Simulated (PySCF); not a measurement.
## Computed properties of Be(H)(SH) (BeH2S), SMILES [BeH][SH]

Be(H)(SH) (BeH2S), SMILES [BeH][SH]. Geometry optimised at ωB97X-D3(BJ)/def2-TZVPD. One conformer was computed; it need not be the lowest. All values are computed for the isolated molecule unless a solvent is named; none is compared with measurement here.

**Structure.** The optimised structure has Cs symmetry. All 6 harmonic modes at ωB97X-D3(BJ)/def2-TZVPD (PySCF) are real, so it is a minimum.

**Vibrations.** The strongest infrared lines (harmonic, unscaled, degenerate partners summed) lie at 2171 cm⁻¹ (188 km/mol, H 88 %, Be 12 %), 538 cm⁻¹ (135 km/mol, H 75 %, Be 24 %), 442 cm⁻¹ (127 km/mol, H 91 %, Be 9 %). The softest mode is at 442 cm⁻¹ and the zero-point energy is 10.4 kcal/mol.

**Electronic structure.** ωB97X/def2-TZVPD (PySCF) places the frontier levels at -10.20 and 0.97 eV, a gap of 11.17 eV, and gives a dipole moment of 0.75 D and a mean polarisability of 39.0 bohr³.

**Excitations.** TDA-CAM-B3LYP/def2-TZVPD (PySCF) has S1 at 5.42 eV (229 nm, f = 0.000, dark); the most intense of the 10 singlets computed lies at 8.12 eV (f = 0.20). T1 (TDA) is at 5.16 eV, 0.26 eV under S1. No vertical singlet excitation falls in the visible range (under 3.1 eV).

**NMR.** GIAO shifts at KT2/pcSseg-2 (PySCF) (non-relativistic, atoms alike by connectivity averaged): ¹H from 0.4 to 3.6 ppm against TMS.
